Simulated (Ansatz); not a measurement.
Compare A (`[SiH3]N1CSC1`) with its isomer B (`C=C(N)S[SiH3]`).

Computed with Ansatz on PBE0-D4/def2-TZVP structures; ΔE is electronic, products minus reactants. CBS: MP2 limit from def2 TZ/QZ plus the TZ coupled-cluster correction, frozen cores. DFT in def2-TZVPP. B3LYP here is the variant with VWN-RPA as its local correlation; programs differ in this. Each species was taken in one conformer, which may not be the lowest.

A:

Z-matrix (Å, degrees):
```
Si
N 1 1.719
H 1 1.494 2 114.4
H 1 1.486 2 107.6 3 120.0
H 1 1.486 2 107.6 3 -120.0
C 2 1.453 1 128.0 3 -77.4
C 2 1.453 1 127.9 3 77.4
S 6 1.829 2 91.8 1 166.0
H 6 1.094 2 114.2 1 -77.3
H 6 1.096 2 115.1 1 50.4
H 7 1.096 2 115.1 1 -50.4
H 7 1.094 2 114.2 1 77.3
```

B:

Z-matrix (Å, degrees):
```
Si
S 1 2.145
H 1 1.483 2 110.7
H 1 1.485 2 113.1 3 -123.9
H 1 1.485 2 103.7 3 118.6
C 2 1.773 1 99.1 3 50.1
N 6 1.388 2 114.1 1 45.0
C 6 1.333 2 120.4 1 -133.0
H 7 1.009 6 114.4 2 44.0
H 7 1.010 6 114.2 2 175.4
H 8 1.080 6 120.9 2 6.6
H 8 1.084 6 120.7 2 -174.2
```

(1) Which is lower in electronic energy at CCSD(T)/CBS, and by how much? (Estimate.)

(2) Give E(B) − E(A) in kcal/mol with CCSD/def2-TZVPP, PBE-D4, B3LYP, PBE0-D4, CCSD(T)/def2-TZVPP, MP2/def2-TZVPP, B3LYP-D4. (Estimate.)

Largest T1 diagnostic: 0.012.

Results:

(1) Computed: B, by 18.1 kcal/mol.

(2) Computed: CCSD/def2-TZVPP -16.4, PBE-D4 -20.3, B3LYP -20.0, PBE0-D4 -18.0, CCSD(T)/def2-TZVPP -17.3, MP2/def2-TZVPP -17.6, B3LYP-D4 -20.1. None reverses the order clearly.

In def2-TZVPP, CCSD(T) changes the Hartree–Fock value by −0.7 kcal/mol (the triples alone add −0.9 kcal/mol) and MP2 by −1.0 kcal/mol. From PBE to PBE0 (25 % exact exchange), in def2-TZVPP and without D4, E(B) − E(A) moves by +2.4 kcal/mol.
